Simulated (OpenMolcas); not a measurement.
**Cu2+, Ag2+, Au2+: d9 down the group**

```json
{"Program": "OpenMolcas 26.06", "Method": "SS-CASPT2, IPEA 0.25 Eh, imaginary shift 0.1 Eh", "Basis": "ANO-RCC-VTZP", "Scalar Hamiltonian": "DKH2, point nucleus", "Spin-orbit coupling": "state interaction with AMFI integrals over the reference wave functions, term energies averaged over their components"}
```

Active space for each ion: 9 electrons in 10 orbitals (d d); closed shells correlated by CASPT2: Cu2+ 3s 3p; Ag2+ 4s 4p; Au2+ 5s 5p.

Computed levels in cm-1 above 2D 5/2:

| Level | Cu2+ | Ag2+ | Au2+ |
| --- | --- | --- | --- |
| 2D 3/2 | 2070 | 4520 | 13140 |
| weight of 2D in the lowest level (%) | 100 | 100 | 100 |

Measured, with the error of the calculation in %. Measured levels: Cu2+ from Sugar and Musgrove, J. Phys. Chem. Ref. Data 19, 527 (1990); Ag2+ from Moore, Atomic Energy Levels, vol. III, NSRDS-NBS 35 (1971 reprint of NBS Circular 467, 1958); Au2+ from Iglesias, J. Res. Natl. Bur. Stand. 64A, 481 (1960).

```
 Level      Cu2+         Ag2+          Au2+
2D 3/2  2072 (0)  4607 (-2.0)  12694 (+3.5)
```

The fine-structure level 2D 3/2 changes by a factor of 6.35 from Cu2+ to Au2+.

CASPT2 does not keep the components of a term degenerate, so their means are used; among the terms shown or strongly mixed into the levels shown the widest spread is 46 cm-1 (5d9 2D, Au2+). Active for correlation alone: 4d; no level in the range computed is led by a configuration that fills it, so any true level of that kind is missing (holds for Cu2+). Active for correlation alone: 5d; no level in the range computed is led by a configuration that fills it, so any true level of that kind is missing (holds for Ag2+). Active for correlation alone: 6d; no level in the range computed is led by a configuration that fills it, so any true level of that kind is missing (holds for Au2+). Measured partners are found by configuration, term and J. A level has none where our copy of the source lacks it or the pairing is in doubt (some pairs that miss far off the trend of their configuration count as doubtful), and it then counts in no deviation. Levels of configurations outside the active space are missing.
